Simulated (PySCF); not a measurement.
# Pauling's electronegativity from computed bond energies: partners of H

PBE0 in PySCF with def2-TZVP on every atom (core potentials on Cs), for the lowest determinant that a PBE0 search found; no spin–orbit coupling. De of H2 is 4.52 eV.

```
 B  De(B₂) (eV)  De(HB) (eV)
Cs         0.41         1.68
 F         1.53         5.84
Cl         2.57         4.52
Na         0.69         1.77
Li         0.82         2.24
```

Task: With Δ = De(HB) − [De(H₂) + De(B₂)]/2, give Δ and the electronegativity difference √(Δ/eV).

Result: 

| B | Δ (eV) | √Δ |
| --- | --- | --- |
| Cs | -0.79 | none (Δ < 0) |
| F | 2.81 | 1.68 |
| Cl | 0.97 | 0.99 |
| Na | -0.83 | none (Δ < 0) |
| Li | -0.43 | none (Δ < 0) |

The rule was made for single bonds and measured bond energies; here it is fed with computed well depths. With the arithmetic mean Δ turns negative when the two homonuclear bonds differ much, as for alkali hydrides.

Closed-shell solutions of metal pairs were not tested for spin polarisation, which can lower them a little. Weak bonds: Cs2. Basis-set superposition, not corrected here, can be much of De in a small basis, most of all at correlated wavefunction levels. Functionals without a dispersion term scatter widely for such bonds, and LDA overbinds them. Spin–orbit coupling is left out, which matters for elements this heavy, above all for dissociation energies.
